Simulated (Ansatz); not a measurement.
Reaction (hydrogen abstraction from the Si–H bond): `BN([SiH3])[SiH3]` + Cl• → `BN([SiH2])[SiH3]`• + HCl

Program: Ansatz. Geometries: PBE0-D4/def2-TZVP. ΔE: electronic, gas phase. CCSD(T)/CBS adds triple-zeta CCSD(T) − MP2 to the extrapolated MP2 energy (def2 sets, frozen cores). This one scheme is used for every species, atoms too. Functionals use def2-TZVPP. B3LYP here is the variant with VWN-RPA as its local correlation; programs differ in this. No spin–orbit coupling; open shells (•) take unrestricted orbitals. Spin–orbit coupling would lower the free atoms: a little for Cl.

Question: Is it downhill or uphill in electronic energy at CCSD(T)/CBS, and by how much? (Estimate.)

Answer: Computed: Downhill: ΔE = -0.44 eV.

Question: What do these levels give: LDA (SPW92), B97M-V, PBE0-D4, B3LYP, LC-ωPBE, HF/CBS(def2)? (Estimate.)

Answer: The calculation gave: LDA (SPW92) -0.91, B97M-V -0.54, PBE0-D4 -0.57, B3LYP -0.44, LC-ωPBE -0.47, HF/CBS(def2) 0.01 eV.

Largest T1 diagnostic among the species: 0.015.

From r2SCAN to r2SCAN0 (25 % exact exchange), in def2-TZVPP and without D4, ΔE moves by +0.09 eV. At CCSD(T), def2-SVP lies +0.19 eV from the extrapolated value and def2-TZVPP +0.05 eV.
